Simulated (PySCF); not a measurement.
Labels have come off several samples. The candidates:

A. isopropenyl methyl ketone (O=C(C(=C)C)C)
B. `O(C)C1(C)C=C1`
C. `C12=CC=CC=C1C(C)=NN2C`
D. `CC#C[Si@@H](N)[SiH3]`

Spectrum 1. 1H NMR (300 MHz, computed): δ 6.68 (quint, J = 1.5 Hz, 1H), 5.70 (qd, J = 2.2, 1.0 Hz, 1H), 2.24 (s, 3H), 2.10 (t, J = 1.9 Hz, 3H). 13C{1H} NMR (computed): δ 200.5 (C), 146.7 (C), 134.5 (CH2), 30.4 (CH3), 22.8 (CH3).

Spectrum 2. 1H NMR (300 MHz, computed): δ 7.98 (d, 1H), 7.63 (m, 1H), 7.51 (m, 1H), 7.44 (m, 1H), 4.18 (s, 3H), 2.73 (s, 3H). 13C{1H} NMR (computed): δ 145.4 (C), 143.5 (C), 130.1 (C), 130.0 (CH), 125.3 (CH), 124.2 (CH), 112.3 (CH), 36.9 (CH3), 14.7 (CH3).

Spectrum 3. 1H NMR (300 MHz, computed): δ 5.10 (q, 1H), 3.35 (d, 3H), 2.04 (s, 3H), 0.42 (br s, 2H). 13C{1H} NMR (computed): δ 112.4 (C), 89.1 (C), 6.1 (CH3).

Spectrum 4. 1H NMR (300 MHz, computed): δ 8.68 (s, 2H), 2.88 (s, 3H), 1.52 (s, 3H). 13C{1H} NMR (computed): δ 146.7 (CH), 61.9 (C), 54.7 (CH3), 27.9 (CH3).

How the numbers were obtained: σ from GIAO-PBE0/pcSseg-1, B3LYP/pcJ-1 coupling constants (spin–dipole term left out of most H,H and C,H couplings), geometry: GFN2-xTB, in PySCF 2.14 (one computed conformer, no solvent, one averaged value for each set of equivalent atoms, relativity neglected).

References, each an isolated molecule treated in the same way: 1H (σ = 31.72 ppm) and 13C (σ = 186.93 ppm) against TMS. Multiplet labels drop J under 1 Hz and among equivalent protons, and merge close values. Unscaled 3J(H,H) run several per cent high. Where no couplings were computed, multiplicities follow the n + 1 count of equivalent neighbours, and m marks all less simple cases (inequivalent or close neighbours, rings, F or P nearby). Shifts are as computed. Against solution values, carbons near 30 ppm lie about +3 ppm off and those near 130 ppm about +5 ppm. Of 1211 compounds with measured shifts, 218 miss one by over three times the rms of a fit or turn the order of signals round; such compounds aren't used in these exercises. OH and NH positions are gas-phase values without hydrogen bonding to other molecules.

**Question.** Match each spectrum to its structure.

**Answer.** 1–A, 2–C, 3–D, 4–B.

- Spectrum 1 (A): 5 13C signals; δC 200.5 is a ketone carbonyl carbon; δC 146.7 is an α carbon of a C=C–C=O unit.
- Spectrum 2 (C): 9 13C signals; δC 130.0 is an aromatic CH; δC 36.9 is a methyl carbon bonded to N.
- Spectrum 3 (D): 3 13C signals; δC 89.1 is an alkyne carbon; δC 6.1 is a propargylic methyl carbon.
- Spectrum 4 (B): 4 13C signals; δC 146.7 is an alkene CH; δC 61.9 is a three-membered-ring carbon.
